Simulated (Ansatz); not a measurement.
The cluster CuSn₂, relaxed as a quartet with UKS PBE-D4/def2-TZVP in Ansatz, starting from the PBE-D4/def2-TZVP geometry of the neutral doublet. Force threshold 0.02 eV/Å.

In the def2 sets Sn takes a core potential; there is no spin–orbit coupling. At PBE-D4/def2-TZVP a doublet of charge 0 lies 0.67 eV below the quartet, each at its own geometry. The structure comes from a short search, and lower isomers may exist.

Start:

Cartesian coordinates in Å:
```
Cu -0.9907 0.1914 -1.0465
Sn 0.3980 -1.4363 0.3702
Sn 0.5927 1.2449 0.6763
```

**Question.** Estimate the energy that the relaxation releases and the steps that it takes.

**Answer.** 0.27 eV, in 5 steps; 10 s on 4 threads of Arm Neoverse V2 on a shared host. No frequencies were taken in this run, so the end may be a saddle point.

**Question.** Does the start keep its bonding and symmetry?

**Answer.** By distances, no bond broke or formed. The bond that changes most is Sn2–Sn3, from 2.71 to 3.11 Å (atoms count from 1). Point group C2v at the start, C2v at the end, both within 0.05 Å.

**Question.** Predict the relaxed structure.

**Answer.** 
```csv
atom,x (Å),y (Å),z (Å)
Cu1,-0.908,0.175,-0.959
Sn2,0.342,-1.630,0.303
Sn3,0.566,1.455,0.655
```
Bond lengths (bridged metal pairs left out): 2 × Cu–Sn 2.53 Å; 1 × Sn–Sn 3.11 Å.
